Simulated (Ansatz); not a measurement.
```yaml
crystal:
  periodic: [false, false, false]
  atoms:
    - {symbol: C, position_ang: [0.528594, -1.899249, 1.220870]}
    - {symbol: C, position_ang: [1.724604, -1.400437, 0.664531]}
    - {symbol: C, position_ang: [1.715979, -0.275603, -0.112328]}
    - {symbol: C, position_ang: [0.502782, 0.396529, -0.363225]}
    - {symbol: N, position_ang: [0.503452, 1.510039, -1.133674]}
    - {symbol: C, position_ang: [-0.652384, 2.083255, -1.326376]}
    - {symbol: C, position_ang: [-1.851297, 1.583273, -0.768614]}
    - {symbol: N, position_ang: [-1.885332, 0.513711, -0.022594]}
    - {symbol: C, position_ang: [-0.701410, -0.105639, 0.197019]}
    - {symbol: C, position_ang: [-0.662296, -1.267468, 0.994001]}
    - {symbol: H, position_ang: [0.559042, -2.792713, 1.833740]}
    - {symbol: H, position_ang: [2.657384, -1.917588, 0.857643]}
    - {symbol: H, position_ang: [2.620439, 0.128125, -0.551401]}
    - {symbol: H, position_ang: [-0.672608, 2.978743, -1.942551]}
    - {symbol: H, position_ang: [-2.791977, 2.094921, -0.956543]}
    - {symbol: H, position_ang: [-1.594941, -1.629918, 1.409492]}
basis:
  gaussian: {orbitals: cc-pVTZ-DK}
magnetization: {spin_polarized: true, initial_magnetization: 0}
hamiltonian: {xc: {name: B97}}
accuracy: high
scf: {lower_state_search: light}
```

```sh
$ ansatz run in.yaml --threads 2 --pin off --events-out ev --progress --plain --max-ram 22528MiB --backend cuda --devices 0, --max-vram 18GiB
```

Shortened log:

```
Functional definition: B97
6969 factors; integrals over basis functions are off by at most 6.4e-8 eV
mean field evaluation 1: about -11367.5053 eV, gradient 4.7e1 eV
mean field evaluation 2: about -11365.5784 eV, gradient 5.0e1 eV
mean field evaluation 4: about -11377.6390 eV, gradient 5.0e0 eV
mean field evaluation 8: about -11378.0892 eV, gradient 3.2e-1 eV
mean field evaluation 16: about -11378.0897 eV, gradient 4.1e-4 eV
mean field -11378.08968890 eV, -418.1370837207 hartree, gradient 9.5e-8 eV, S^2 0.000000; 0 other end points of the search recorded, 0 dependent functions left out
reference -11378.08969167 eV, -418.1370838226 hartree; 34, 34 occupied and 350, 350 virtual orbitals, 6969 factors
Total energy: -11378.08969167 eV, -418.1370838226 hartree
Relativity: scalar
```

Run time 21 s (2 threads of an AMD EPYC 7R13 on a shared host and a share of an NVIDIA H100 80 GB); peak host memory 2.2 GiB.
